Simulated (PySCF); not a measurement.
SMILES C1=CC(C=C)=CC=CC1=O, C$_{9}$H$_{8}$O

Molfile (atoms numbered from 1):
```
C9H8O
     RDKit          3D

 18 18  0  0  0  0  0  0  0  0999 V2000
    3.2610   -0.4264   -0.1378 C   0  0  0  0  0  0  0  0  0  0  0  0
    2.3202    0.4896    0.1283 C   0  0  0  0  0  0  0  0  0  0  0  0
    0.8612    0.3314    0.0676 C   0  0  0  0  0  0  0  0  0  0  0  0
    0.1090    1.4253    0.4234 C   0  0  0  0  0  0  0  0  0  0  0  0
   -1.3089    1.5801    0.4690 C   0  0  0  0  0  0  0  0  0  0  0  0
   -2.3111    0.7017    0.1967 C   0  0  0  0  0  0  0  0  0  0  0  0
   -2.2535   -0.6982   -0.2334 C   0  0  0  0  0  0  0  0  0  0  0  0
   -3.2908   -1.3253   -0.4005 O   0  0  0  0  0  0  0  0  0  0  0  0
   -0.9640   -1.3625   -0.4801 C   0  0  0  0  0  0  0  0  0  0  0  0
    0.3168   -0.9361   -0.3563 C   0  0  0  0  0  0  0  0  0  0  0  0
    3.0346   -1.4495   -0.4473 H   0  0  0  0  0  0  0  0  0  0  0  0
    4.3189   -0.1706   -0.0487 H   0  0  0  0  0  0  0  0  0  0  0  0
    2.6519    1.4873    0.4357 H   0  0  0  0  0  0  0  0  0  0  0  0
    0.6746    2.3154    0.7157 H   0  0  0  0  0  0  0  0  0  0  0  0
   -1.6362    2.5775    0.7803 H   0  0  0  0  0  0  0  0  0  0  0  0
   -3.3420    1.0515    0.3074 H   0  0  0  0  0  0  0  0  0  0  0  0
   -1.1155   -2.3903   -0.8250 H   0  0  0  0  0  0  0  0  0  0  0  0
    1.0672   -1.6843   -0.6235 H   0  0  0  0  0  0  0  0  0  0  0  0
  1  2  2  0
  2  3  1  0
  3  4  2  0
  4  5  1  0
  5  6  2  0
  6  7  1  0
  7  8  2  0
  7  9  1  0
  9 10  2  0
 10  3  1  0
  1 11  1  0
  1 12  1  0
  2 13  1  0
  4 14  1  0
  5 15  1  0
  6 16  1  0
  9 17  1  0
 10 18  1  0
M  END
```

Method used: PySCF 2.14.0, quadratic response CAM-B3LYP/aug-cc-pVDZ first hyperpolarisability, Taylor convention, gas phase. Geometry: PBE0-D3(BJ)/def2-SVP.

Question: Give the tensor of the second harmonic β(−2ω;ω,ω) at 1064 nm in the axes of these coordinates.

Answer: In au, Taylor convention; rows are the first index (the induced dipole):
|  | xx | yy | zz | xy | xz | yz |
| --- | --- | --- | --- | --- | --- | --- |
| x | +136.4 | +88.0 | -82.1 | +25.4 | +12.2 | +57.8 |
| y | +26.8 | -15.2 | -5.6 | +49.2 | +40.5 | +0.1 |
| z | +11.8 | -0.7 | -1.7 | +41.3 | -72.6 | -5.6 |

Norm of βᵢ = ⅓ Σⱼ (βᵢⱼⱼ + βⱼᵢⱼ + βⱼⱼᵢ): 123.3 au, hyper-Rayleigh value 86.3 au.
